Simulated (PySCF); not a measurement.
Levels of Zn²⁷⁺ from EOM-EA-GCCSD

Reference: closed-shell Zn²⁸⁺, 1s2; one electron is added. Calculated with PySCF 2.14, two-component X2C-1e with screened spin-orbit coupling, an uncontracted even-tempered set (17 s from 4 bohr⁻², ratio 2.6; 11 p from 5.2 bohr⁻², ratio 2.6; 6 d from 5.3 bohr⁻², ratio 2.8; 3 f from 240 bohr⁻², ratio 2.8); frozen nothing; the 34 highest virtual spinors dropped; of the others 52 kept and the rest restored at second order. No Breit or QED terms. Binding energies in eV.

| level | Koopmans | second order | EOM-CCSD |
| --- | --- | --- | --- |
| 2s1/2 | 2782.8 | 2783.0 | 2783.0 |
| 2p1/2 | 2726.1 | 2726.5 | 2726.5 |
| 2p3/2 | 2694.9 | 2695.3 | 2695.3 |

Electric-dipole lines between these computed levels:

```tsv
lower	upper	ΔE (eV)	vacuum wavelength (nm)
2s1/2	2p1/2	56.544	21.93
2s1/2	2p3/2	87.744	14.13
```

For comparison, the ionisation energy of Zn²⁷⁺ is 2782.0 eV (theoretical estimate listed by NIST; NIST Atomic Spectra Database, ionization energies).

Only part of the computed levels is shown.
